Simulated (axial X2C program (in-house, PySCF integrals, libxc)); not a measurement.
# Spin–orbit effects along a row: molecules with K, PBE0

Calculated with an in-house all-electron X2C program for linear molecules (integrals from PySCF), spin-free (one-electron X2C) or two-component (2c: spin–orbit coupling with atomic mean-field Coulomb and Gaunt terms, which also bring small scalar terms), in Dyall basis sets with cores contracted in-house; open shells are unrestricted.

Basis sets: B dyall-v3z, C dyall-v3z, K dyall-cv3z, Li dyall-cv3z, N dyall-av3z, O dyall-av3z.

```tsv
molecule	spin-free state	Re (Å)	ωe (cm⁻¹)	De (eV)	2c state	Re 2c (Å)	ωe 2c (cm⁻¹)	De 2c (eV)
LiK	M_S = 0, Λ = 0	3.378	206.9	0.65	Ω = 0	3.378	206.9	0.65
KB	M_S = 1, Λ = 1	2.835	274.2	0.93	Ω = 2	2.835	274.1	0.93
KC	M_S = 3/2, Λ = 0	2.515	358.0	2.23	Ω = 3/2	2.515	358.0	2.23
KN	M_S = 1, Λ = 0	2.534	310.8	1.09	Ω = 1	2.534	310.8	1.09
KO	M_S = 1/2, Λ = 0	2.152	426.2	2.78	Ω = 1/2	2.152	426.1	2.78
```

(1) Work out the shifts from the spin-free to the two-component result.

Each entry is the lowest single determinant of a limited PBE0 search at one distance. De goes to single-determinant-based atoms at the same level (for ions the charge split of lowest energy) and is withheld (n/a) where an atom does not fit its ground term or J level. Main or longest-lived isotopes. One determinant is a doubtful description, or other states lie close, for KB, KC, KN, KO; these need not be ground states, and all values refer to the states named. Some open-shell Ω = 0 determinants are out of reach, so the Ω given for KB, KN need not be the lowest component. With several unpaired electrons the Ω given is that of one determinant, not necessarily of the lowest component. Some light 2c atoms are not at their ground J level, so De misses part of their lowering (0.04 eV or less). The functionals have no current term, which raises determinants with orbital currents. Where the atoms have a lower orbital projection than the molecule, De at mean-field level may be about a tenth of an eV too small.

## Answers

(1) 

```json
{"molecule": "LiK", "2c state": "Ω = 0", "ΔRe (Å)": "0.000", "Δωe (cm⁻¹)": "0.0", "ΔDe (eV)": "0.00"}
{"molecule": "KB", "2c state": "Ω = 2", "ΔRe (Å)": "0.000", "Δωe (cm⁻¹)": "-0.1", "ΔDe (eV)": "0.00"}
{"molecule": "KC", "2c state": "Ω = 3/2", "ΔRe (Å)": "0.000", "Δωe (cm⁻¹)": "0.0", "ΔDe (eV)": "0.00"}
{"molecule": "KN", "2c state": "Ω = 1", "ΔRe (Å)": "0.000", "Δωe (cm⁻¹)": "0.0", "ΔDe (eV)": "0.00"}
{"molecule": "KO", "2c state": "Ω = 1/2", "ΔRe (Å)": "0.000", "Δωe (cm⁻¹)": "-0.1", "ΔDe (eV)": "0.00"}
```

Shifts of one unit in the last digit are rounding.
